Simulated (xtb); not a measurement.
BrGe, SMILES [Ge][Br] (connectivity only; charge and spin as stated), charge +1, multiplicity 1. All values are semi-empirical tight-binding results from xtb (GFN2-xTB unless named), good for trends rather than for accurate numbers. Geometry: GFN2-xTB. The spin state was assumed, not searched.

For metal compounds this method's bond lengths and energies can be far off.

Computed properties:
```
Property                       Value
---------------------------  -------
point group as xtb finds it      C∞v
orbital gap                  3.59 eV
```
